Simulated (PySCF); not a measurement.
Geometry:
```tsv
atom	x (Å)	y (Å)	z (Å)
B1	0.182	-0.079	-0.718
O2	0.006	-0.127	1.027
H3	-0.912	-0.366	1.222
H4	0.140	0.765	1.379
F5	1.514	-0.033	-0.856
F6	-0.483	1.063	-1.011
F7	-0.447	-1.224	-1.043
```

Geometry: PBE0-D3(BJ)/def2-SVP; GIAO shifts from PySCF, gas phase, non-relativistic, averaged over equivalent atoms.

At PBE0/pcSseg-1 (95 basis functions, 4.3 s wall time on 1 thread of an Arm Neoverse V1, shared host):
```tsv
atoms	δ (ppm)
B1	1.9
O2	70.9
H3/H4	3.01
F5/F6/F7	-151.3
```

Shifts are taken against calculated references (same method and geometry level): 11B (100.73 ppm) against BF3·OEt2; H2O for 17O (334.56 ppm); 1H (31.27 ppm) vs TMS; 19F (177.25 ppm) vs CFCl3.

Problem. Predict the values at B3LYP/pcSseg-1 on the same geometry.

Solution. 
```json
{"atoms": "B1", "δ at B3LYP/pcSseg-1": "1.9", "change": "+0.0"}
{"atoms": "O2", "δ at B3LYP/pcSseg-1": "74.3", "change": "+3.4"}
{"atoms": "H3/H4", "δ at B3LYP/pcSseg-1": "2.98", "change": "-0.03"}
{"atoms": "F5/F6/F7", "δ at B3LYP/pcSseg-1": "-154.6", "change": "-3.3"}
```

δ = σ(ref) − σ, references computed at the same level: BF3·OEt2 for 11B (97.83 ppm); 17O (334.04 ppm) vs H2O; 1H (31.38 ppm) against TMS; 19F (171.94 ppm) against CFCl3.

The largest change is at O2 (oxygen bonded to B, 2 H). Cost: 95 basis functions, 3.6 s wall time on 1 thread of an Arm Neoverse V1, shared host.

Unscaled 19F shifts against computed CFCl3 carry errors that often reach 10 to 50 ppm. Experimental scales use liquid or dissolved standards, which lie at an offset from isolated H2O (liquid H2O: subtract about 36 ppm).
